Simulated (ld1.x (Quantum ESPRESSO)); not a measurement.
# carbon (C): one change to a TM potential, before and after

C (Z = 6), norm-conserving Troullier–Martins (Kleinman–Bylander form), made with ld1.x (Quantum ESPRESSO) 7.5 (LDA (PZ), scalar-relativistic). Core [He], reference 2s2 2p2. Waves: 2p (bound): rc 2.45 bohr; 3d channel at 0.2 Ry: rc 2.65 bohr; 2s (bound): rc 1.20 bohr. Local part: the s channel. Core correction: none.

Change: wave 2p (bound): rc 2.45 bohr becomes 2p (bound): rc 3.02 bohr.

Cutoffs: the cutoffs (Ry, on a coarse ladder) from which the occupation-weighted sum of valence levels, in a spherical-Bessel basis at the reference potential, stays within 10 and 1 mRy of its value at 400 Ry; they do not see the model core or the augmentation charge, which bear on the density cutoff. Errors are all-electron minus pseudo energies relative to the spin-unpolarised reference configuration.

Predict the effect on cutoff, ghosts and configuration errors.

The potential gets neither clearly harder nor softer (35 Ry and 90 Ry → 35 Ry and 90 Ry); the s channel sets the loose cutoff, while the largest relative change is in p, which becomes softer; of the 9 tests that both files solve, the error grows in 8 and shrinks in 1 by more than 15 % and 0.3 meV (median size 62.4 → 128.2 meV); neither file shows a bound ghost.

```tsv
quantity	base	changed
cutoff, loose	35 Ry	35 Ry
cutoff, tight	90 Ry	90 Ry
loose cutoff by channel (10 mRy a level)	p 18 Ry, s 30 Ry	p 15 Ry, s 30 Ry
bound ghosts	none	none
error for 2s2 2p1, meV [ΔE 10.99 eV]	+68	+145
error for 2s2 2p0, meV [ΔE 35.25 eV]	+615	+1166
error for 2s1 2p0, meV [ΔE 83.22 eV]	+1275	+2290
error for 2s0 2p4, meV [ΔE 16.52 eV]	-11	-99
error for 2s1 2p3, meV [ΔE 8.24 eV]	-3.8	-26
error for 2s1 2p2, meV [ΔE 19.48 eV]	-62	-128
error for 2s2 2p1.5, meV [ΔE 4.03 eV]	+9.6	+22
error for 2s2 2p2 (spin-polarised), meV [ΔE -1.13 eV]	+62	+15
error for 2s2 2p1 (spin-polarised), meV [ΔE 10.59 eV]	+86	+138
```
